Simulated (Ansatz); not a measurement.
`[NH2][Sn]([F])([F])[F]` and `C[O][Sn]([F])([F])[F]` differ in one atom or group.

Ansatz, PBE0-D4/def2-TZVP geometries, multiplicity 1. Each molecule was computed in one conformer, which needn't be the lowest.

Elements past krypton have def2 core potentials.

```tsv
property	`[NH2][Sn]([F])([F])[F]`
LUMO energy (B3LYP/def2-TZVPP) / eV	-2.82
LUMO energy (PBE0/def2-TZVPP) / eV	-2.43
HOMO–LUMO gap (B3LYP/def2-TZVPP) / eV	6.06
HOMO energy (ωB97M-V/def2-TZVPP) / eV	-11.53
size of the dipole moment (PBE/def2-TZVPP) / D	3.67
HOMO energy (PBE/def2-TZVPP) / eV	-7.57
```

Problem. What does the change do to each property? (An estimate is asked.)

Solution. Computed: 
| property | `C[O][Sn]([F])([F])[F]` | shift |
| --- | --- | --- |
| LUMO energy (B3LYP/def2-TZVPP) / eV | -3.28 | -0.46 |
| LUMO energy (PBE0/def2-TZVPP) / eV | -2.90 | -0.47 |
| HOMO–LUMO gap (B3LYP/def2-TZVPP) / eV | 5.69 | -0.37 |
| HOMO energy (ωB97M-V/def2-TZVPP) / eV | -11.64 | -0.11 |
| size of the dipole moment (PBE/def2-TZVPP) / D | 2.77 | -0.90 |
| HOMO energy (PBE/def2-TZVPP) / eV | -7.53 | 0.04 |

With PBE0 the HOMO falls by 0.08 eV and the LUMO falls by 0.47 eV, so the gap narrows by about 0.39 eV. PBE moves the HOMO by 0.04 eV and ωB97M-V by -0.11 eV. Dipoles are sizes alone; their direction can turn.

B3LYP here is the variant with VWN-RPA as its local correlation; programs differ in this.
